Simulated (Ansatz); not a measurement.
Geometry optimisation, RKS PBE/def2-SVP (Ansatz 0.2.0).

Input file:

```yaml
crystal:
  periodic: [false, false, false]
  atoms:
    - { symbol: W, position_ang: [0.204944, 0.373399, -0.138048] }
    - { symbol: Cl, position_ang: [-0.428897, -0.639498, 3.254838] }
    - { symbol: O, position_ang: [2.211064, -0.271267, 0.017118] }
    - { symbol: H, position_ang: [2.569867, -0.970268, -0.556916] }
    - { symbol: H, position_ang: [-0.351235, 1.78425, -0.932736] }
    - { symbol: O, position_ang: [-1.526857, 0.497754, 0.550268] }
    - { symbol: H, position_ang: [-1.761815, 0.073676, 1.413416] }
    - { symbol: F, position_ang: [-0.147474, -1.49895, -0.246381] }
    - { symbol: F, position_ang: [0.672669, 0.180438, -1.966945] }
    - { symbol: O, position_ang: [1.020189, 1.433072, 1.19115] }
    - { symbol: Al, position_ang: [2.842526, 0.956357, 1.30651] }
    - { symbol: H, position_ang: [3.074035, 0.269685, 2.736945] }
    - { symbol: H, position_ang: [3.833648, 2.024174, 0.656491] }
    - { symbol: H, position_ang: [0.337334, 0.445079, 3.042392] }
basis:
  gaussian: { orbitals: def2-SVP }
hamiltonian:
  xc: pbe
relax:
  f_tol: 0.03
  max_steps: 50
```

Command:

```bash
$ ansatz run input.yaml --threads 4 --pin off --max-ram 5120MiB --backend cpu --events-out ev --progress --plain --runs-dir out
```

Question: Where does it end, and by what steps?

Answer: It converged. The force dipped under the threshold on the way, but the program's further checks kept it going. After 23 steps the energy has fallen by 0.401 eV; Cl2 moved furthest, 1.87 Å.

| step | energy less start (eV) | largest force component (eV/Å) | accepted |
| --- | --- | --- | --- |
| 0 | 0.0000 | 1.145 | yes |
| 1 | -0.0680 | 0.791 | yes |
| 2 | -0.0769 | 0.799 | yes |
| 3 | -0.0948 | 0.425 | yes |
| 4 | -0.1258 | 0.123 | yes |
| 5 | -0.1339 | 0.144 | yes |
| 6 | -0.1523 | 0.469 | yes |
| 7 | -0.1705 | 0.703 | yes |
| 8 | -0.2075 | 0.747 | yes |
| 9 | -0.2503 | 0.643 | yes |
| 10 | -0.2976 | 0.363 | yes |
| 11 | -0.3377 | 0.243 | yes |
| 12 | -0.3612 | 0.404 | yes |
| 13 | -0.3740 | 0.251 | yes |
| 14 | -0.3825 | 0.216 | yes |
| 15 | -0.3867 | 0.477 | yes |
| 16 | -0.3926 | 0.093 | yes |
| 17 | -0.3938 | 0.177 | yes |
| 18 | -0.3977 | 0.053 | yes |
| 19 | -0.3969 | 0.189 | no |
| 20 | -0.3994 | 0.027 | yes |
| 21 | -0.4003 | 0.058 | yes |
| 22 | -0.4005 | 0.048 | yes |
| 23 | -0.4007 | 0.026 | yes |

```xyz
14
Properties=species:S:1:pos:R:3
W 0.246 0.112 -0.124
Cl -1.153 1.070 3.474
O 2.356 -0.445 -0.155
H 2.791 -0.691 -0.991
H -0.881 1.384 -0.305
O -1.154 -0.579 0.888
H -1.525 -0.167 1.716
F 0.116 -1.446 -1.175
F 0.785 1.031 -1.698
O 1.029 0.910 1.315
Al 2.939 0.612 1.276
H 3.345 -0.250 2.555
H 3.697 1.930 0.792
H -0.041 1.186 2.760
```

Run time: 86 s on 4 threads of Arm Neoverse V2 (shared host), peak memory 0.28 GiB.
